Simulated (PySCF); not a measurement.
H5PSi, SMILES [SiH3]P (connectivity only; charge and spin as stated), charge +1, multiplicity 2. Atoms are numbered in the order given.

```xyz
7

Si    -1.1775    -0.0131     0.0000
P      1.1460     0.0708     0.0000
H     -1.5020     0.6850     1.2505
H     -1.5020     0.6850    -1.2505
H     -1.4055    -1.4703     0.0000
H      1.8520    -0.3893     1.1241
H      1.8520    -0.3893    -1.1241
```
Charge +1, spin multiplicity 2.

Geometry: B3LYP-D3(BJ)/def2-TZVP. The multiplicity is an assumed one; other spin states were not compared.

These are PBE/def2-TZVPD (PySCF) values and carry that method's errors.

Mulliken values depend strongly on the basis, most of all with diffuse functions as here. ESP charges are fitted to the potential on shells at 1.4 to 2.0 van der Waals radii. Atomic charges (e):

```csv
atom,ESP fit,meta-Löwdin,Mulliken spin
Si1,0.34,___,0.00
P2,0.22,___,0.99
H3,0.05,___,0.00
H4,0.05,___,0.00
H5,0.03,___,0.05
H6,0.16,___,-0.02
H7,0.16,___,-0.02
```

Problem. Fill in the missing entries. (The exact figures need the calculation; the answer reports its results.)

Solution. 
- Si1, meta-Löwdin: 0.43
- P2, meta-Löwdin: 0.34
- H3, meta-Löwdin: 0.00
- H4, meta-Löwdin: 0.00
- H5, meta-Löwdin: 0.01
- H6, meta-Löwdin: 0.11
- H7, meta-Löwdin: 0.11
